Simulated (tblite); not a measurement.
Species: C₆H₈F₂ (charge +1 and doublet state).
Cartesian coordinates in Å at the GFN2-xTB level; atoms count from 1:
```xyz
16
C6H8F2 angstrom
C      2.892   -0.705   -0.187
C      1.793   -0.049   -0.230
C      0.655    0.632   -0.278
C     -0.537    0.343    0.552
C     -1.704    1.282    0.341
C     -0.996   -1.147    0.438
F      0.057   -1.973    0.582
F     -1.864   -1.424    1.413
H      2.964   -1.749   -0.477
H      3.835   -0.280    0.142
H      0.582    1.462   -0.976
H     -0.195    0.412    1.604
H     -2.101    1.215   -0.672
H     -2.512    1.032    1.026
H     -1.402    2.314    0.512
H     -1.475   -1.356   -0.533
```

Calculated harmonic vibrations of the isolated species, GFN2-xTB (tblite), most abundant isotopes, no scaling. Against measured fundamentals such values can be off by several per cent, at times by over 20. One conformer, not necessarily the lowest. Open shells enter through the occupations alone, without spin polarisation, and single modes of such species can be off by tens of per cent.

Harmonic wavenumbers (cm⁻¹): 51.5, 65.7, 125.6, 195.2, 200.1, 276.0, 283.0, 345.4, 379.6, 434.1, 461.1, 535.8, 564.4, 727.8, 780.2, 826.5, 852.9, 938.6, 1022.3, 1058.3, 1070.1, 1083.2, 1090.7, 1115.2, 1147.5, 1176.2, 1198.8, 1222.2, 1247.5, 1341.2, 1400.2, 1436.6, 1437.1, 1865.1, 2786.5, 2867.5, 2980.8, 2992.0, 3001.5, 3013.0, 3041.6, 3042.5.

A = 3021, B = 1523, C = 1060 MHz; mass 118.059 u (most abundant isotopes); point group C1, symmetry number 1; spin multiplicity 2.

Q: Zero-point energy?

A: Half the sum of the wavenumbers: 25841 cm⁻¹ = 73.88 kcal/mol.

Q: Entropy at 500 K, 1 bar (ideal gas, RRHO, classical rotation)?

A: Translation 42.81, rotation 30.12, vibration 44.10, spin (R ln 2) 1.38: S = 118.4 cal/(mol K).

Q: And Cp and H(500 K) − H(0)?

A: Cp = 50.76 cal/(mol K), of which vibrations give 42.82 (their classical limit is 42 R = 83.5); H(500 K) − H(0) = 15.30 kcal/mol without the zero-point energy, 11.33 from vibrations.

Q: What must be added to the electronic energy to get the Gibbs energy at 500 K and 1 bar?

A: ZPE + [H(500 K) − H(0)] − T·S = 73.88 + 15.30 − 59.20 = 29.98 kcal/mol.

Q: How do the functions run with temperature in this model?

A: 
```json
{"T (K)": "50", "S (cal/(mol K))": "58.7", "Cp (cal/(mol K))": "12.4", "H − H(0) (kcal/mol)": "0.49", "G − H(0) (kcal/mol)": "-2.45", "ln q(vib)": "0.46"}
{"T (K)": "100", "S (cal/(mol K))": "68.9", "Cp (cal/(mol K))": "17.5", "H − H(0) (kcal/mol)": "1.23", "G − H(0) (kcal/mol)": "-5.65", "ln q(vib)": "1.49"}
{"T (K)": "298.15", "S (cal/(mol K))": "96.2", "Cp (cal/(mol K))": "35.4", "H − H(0) (kcal/mol)": "6.51", "G − H(0) (kcal/mol)": "-22.18", "ln q(vib)": "6.11"}
{"T (K)": "373.15", "S (cal/(mol K))": "104.9", "Cp (cal/(mol K))": "41.7", "H − H(0) (kcal/mol)": "9.41", "G − H(0) (kcal/mol)": "-29.72", "ln q(vib)": "7.86"}
{"T (K)": "750", "S (cal/(mol K))": "141.5", "Cp (cal/(mol K))": "63.0", "H − H(0) (kcal/mol)": "29.64", "G − H(0) (kcal/mol)": "-76.48", "ln q(vib)": "16.30"}
{"T (K)": "1000", "S (cal/(mol K))": "160.8", "Cp (cal/(mol K))": "70.8", "H − H(0) (kcal/mol)": "46.42", "G − H(0) (kcal/mol)": "-114.33", "ln q(vib)": "21.37"}
```

q(vib) and H(0) count from the zero-point level.

Q: Blend soft modes into free rotors: weight 1/[1 + (100 cm⁻¹/ν̃)⁴] for the oscillator and the rest for a rotor with moment μB/(μ + B), μ = h/(8π²ν), B = 10⁻⁴⁴ kg m². What vibrational entropy results?

A: 40.87 cal/(mol K) in place of 44.10, which changes −T·S at 500 K by +1.61 kcal/mol.

Hindered rotation and anharmonicity are outside this model. Other conformers, if any are populated, would add a mixing term that is left out. The structure is chiral; the term R ln 2 for an equal mix with its mirror image is left out.
